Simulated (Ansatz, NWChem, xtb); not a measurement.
BH2Br (SMILES BBr): methods side by side

The species is BH2Br (4 atoms), meant as a singlet with charge 0. SMILES: `BBr`. The shape is that of a PBE0-D4/def2-TZVP optimisation.

Quantity: the electronic atomisation energy, in eV. The values are calculated. Electronic energies at fixed atoms, without zero-point motion or spin-orbit coupling.

```json
{"level": "GFN2-xTB", "kind": "semi-empirical", "program": "xtb", "value (eV)": "15.67", "CPU time (all runs)": "under 2 s"}
{"level": "GFN0-xTB", "kind": "semi-empirical", "program": "xtb", "value (eV)": "14.28", "CPU time (all runs)": "under 2 s"}
{"level": "GFN1-xTB", "kind": "semi-empirical", "program": "xtb", "value (eV)": "14.12", "CPU time (all runs)": "under 2 s"}
{"level": "HF/STO-3G", "kind": "Hartree–Fock", "program": "Ansatz", "value (eV)": "13.51", "CPU time (all runs)": "0.24 s"}
{"level": "PBE/def2-SVP", "kind": "GGA", "program": "NWChem", "value (eV)": "12.46", "CPU time (all runs)": "8.5 s"}
{"level": "PBE/def2-SVPD", "kind": "GGA", "program": "NWChem", "value (eV)": "12.46", "CPU time (all runs)": "13 s"}
{"level": "BLYP/STO-3G", "kind": "GGA", "program": "Ansatz", "value (eV)": "16.29", "CPU time (all runs)": "3 s"}
{"level": "PBE/STO-3G", "kind": "GGA", "program": "Ansatz", "value (eV)": "16.66", "CPU time (all runs)": "2 s"}
{"level": "revPBE/STO-3G", "kind": "GGA", "program": "Ansatz", "value (eV)": "16.25", "CPU time (all runs)": "2.1 s"}
{"level": "PBE/def2-TZVP", "kind": "GGA", "program": "NWChem", "value (eV)": "12.39", "CPU time (all runs)": "26 s"}
```

All-electron rows without a relativistic Hamiltonian named are non-relativistic. The values span 12.39 to 16.66 eV. The xTB rows lack spin polarisation, so open shells miss the exchange term that lowers them. Times are those of the runs behind each value, whatever else they computed, on shared processors of several kinds: orders of magnitude only.
